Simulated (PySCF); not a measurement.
**Atomic charges by several schemes**

Compound: C5H8ClFO2.
Structure used (GFN2-xTB), in Å, numbered top down from 1:
```xyz
17
C5H8ClFO2 angstrom
C      2.3805    1.1625    0.4258
O      1.0443    1.0422    0.0034
C      0.5810   -0.2824    0.0178
C     -0.8754   -0.2968   -0.4743
C     -1.5746   -1.6180   -0.1676
F     -0.8773   -0.1070   -1.8385
C     -1.5930    0.8531    0.2271
O     -1.8687    0.8519    1.3830
Cl    -1.9685    2.1912   -0.8021
H      2.6285    2.2190    0.3606
H      2.4996    0.8200    1.4605
H      3.0527    0.5861   -0.2207
H      1.1855   -0.9177   -0.6476
H      0.6159   -0.6951    1.0369
H     -2.5364   -1.6403   -0.6743
H     -1.7315   -1.7086    0.9027
H     -0.9697   -2.4482   -0.5234
```

Density: PBE0/pcSseg-1 (PySCF); schemes: Mulliken, IAO, Hirshfeld and ESP-fitted. Geometry: GFN2-xTB, one conformer, isolated molecule.

Task: Which atoms carry the highest charge in the Mulliken, IAO, Hirshfeld and ESP-fitted schemes?

Result: The schemes don't all agree: Mulliken C7 (+0.295); IAO C7 (+0.341); Hirshfeld C7 (+0.168); ESP-fitted C4 (+0.468).

Task: Which atoms carry the lowest charge in the Mulliken, IAO, Hirshfeld and ESP-fitted schemes?

Result: The schemes don't all agree: Mulliken O2 (-0.528); IAO C5 (-0.435); Hirshfeld O8 (-0.201); ESP-fitted C5 (-0.460).

Task: Give the atomic charges in each scheme.

Result: In e:

```
atom                 environment  Mulliken     IAO  Hirshfeld  ESP-fitted
  C1              methoxy carbon    -0.022  -0.202     -0.035      -0.226
  O2                ether oxygen    -0.528  -0.387     -0.140      -0.251
  C3  sp3 carbon bound to oxygen    +0.152  -0.056     -0.005      -0.058
  C4              sp3 C–F carbon    -0.013  +0.272     +0.095      +0.468
  C5               methyl carbon    -0.193  -0.435     -0.123      -0.460
  F6              alkyl fluorine    -0.302  -0.311     -0.102      -0.288
  C7          acyl halide carbon    +0.295  +0.341     +0.168      +0.297
  O8             carbonyl oxygen    -0.306  -0.362     -0.201      -0.349
 Cl9        chlorine bonded to C    -0.050  -0.022     -0.033      -0.091
 H10             methyl hydrogen    +0.131  +0.166     +0.057      +0.144
 H11             methyl hydrogen    +0.095  +0.125     +0.040      +0.117
 H12             methyl hydrogen    +0.093  +0.125     +0.041      +0.106
 H13          methylene hydrogen    +0.125  +0.133     +0.042      +0.098
 H14          methylene hydrogen    +0.113  +0.129     +0.041      +0.078
 H15             methyl hydrogen    +0.141  +0.164     +0.052      +0.159
 H16             methyl hydrogen    +0.139  +0.166     +0.050      +0.133
 H17             methyl hydrogen    +0.128  +0.155     +0.052      +0.123
```

Mean size of the charges over all atoms: IAO 0.209 e, ESP-fitted 0.203 e, Mulliken 0.166 e, Hirshfeld 0.075 e. Each set sums to the total charge, 0, to within 0.001 e. The Mulliken scheme counts on each atom the diagonal of the density matrix times the overlap matrix over that atom's basis functions.

Task: How many electrons does the ESP-fitted scheme count on C7?

Result: Z − q = 6 − (+0.297) = 5.703.

Task: How closely do the schemes follow one another over all atoms?

Result: Correlation coefficient and root-mean-square difference: IAO with ESP-fitted 0.96, 0.065 e; IAO with Hirshfeld 0.96, 0.153 e; Hirshfeld with ESP-fitted 0.92, 0.158 e; Mulliken with Hirshfeld 0.88, 0.134 e; Mulliken with IAO 0.86, 0.121 e; Mulliken with ESP-fitted 0.73, 0.167 e.

Task: Sum the charges by element, for elements with more than one atom.

Result: 
```json
{"element": "C", "atoms": "5", "Mulliken": "+0.219", "IAO": "-0.081", "Hirshfeld": "+0.100", "ESP-fitted": "+0.022"}
{"element": "O", "atoms": "2", "Mulliken": "-0.834", "IAO": "-0.749", "Hirshfeld": "-0.340", "ESP-fitted": "-0.600"}
{"element": "H", "atoms": "8", "Mulliken": "+0.966", "IAO": "+1.164", "Hirshfeld": "+0.375", "ESP-fitted": "+0.957"}
```
